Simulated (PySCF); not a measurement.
Geometry:
```tsv
atom	x (Å)	y (Å)	z (Å)
Al1	0.806	-1.280	1.129
F2	1.528	-2.392	2.104
O3	-0.227	-1.709	-0.151
Si4	-0.968	-0.671	-1.216
O5	-0.567	0.882	-0.772
Si6	0.385	1.600	0.389
O7	1.043	0.392	1.321
H8	-0.468	-0.926	-2.593
H9	-2.443	-0.832	-1.132
H10	1.471	2.366	-0.278
H11	-0.463	2.483	1.232
```

Geometry: PBE0-D3(BJ)/def2-SVP; GIAO shifts from PySCF, gas phase, non-relativistic, averaged over equivalent atoms.

At B3LYP/pcSseg-1 (pcSseg-2 on Al) (179 basis functions, 10 s wall time on 1 thread of an AMD EPYC 9R45 96-Core, shared host):
```
        atoms  δ (ppm)
          Al1     91.6
           F2   -190.9
           O5    103.8
        O3/O7     84.7
      Si4/Si6    -34.4
H8/H9/H10/H11     5.10
```

Chemical shifts δ = σref − σ; [Al(H2O)6]3+ for ²⁷Al (571.15 ppm); CFCl3 for ¹⁹F (171.94 ppm); H2O for ¹⁷O (334.04 ppm); TMS for ²⁹Si (337.86 ppm), ¹H (31.38 ppm), all at this level.

Q: Predict the values at PBE0/pcSseg-1 (pcSseg-2 on Al) on the same geometry.

A: 
```csv
atoms,δ at PBE0/pcSseg-1 (pcSseg-2 on Al),change
Al1,89.6,-2.0
F2,-190.8,+0.1
O5,100.0,-3.8
O3/O7,80.6,-4.1
Si4/Si6,-26.9,+7.5
H8/H9/H10/H11,5.17,+0.07
```

Referencing at the same level of theory: [Al(H2O)6]3+ for ²⁷Al (576.18 ppm); ¹⁹F (177.25 ppm) vs CFCl3; ¹⁷O (334.56 ppm) against H2O; TMS for ²⁹Si (351.99 ppm), ¹H (31.27 ppm).

The largest change is at Si4/Si6 (silicon bonded to 2 O, 2 H). Cost: 179 basis functions, 16 s wall time on 1 thread of an AMD EPYC 9R45 96-Core, shared host.

Unscaled 19F shifts against computed CFCl3 carry errors that often reach 10 to 50 ppm. Experimental scales use liquid or dissolved standards, which lie at an offset from isolated H2O (liquid H2O: subtract about 36 ppm).
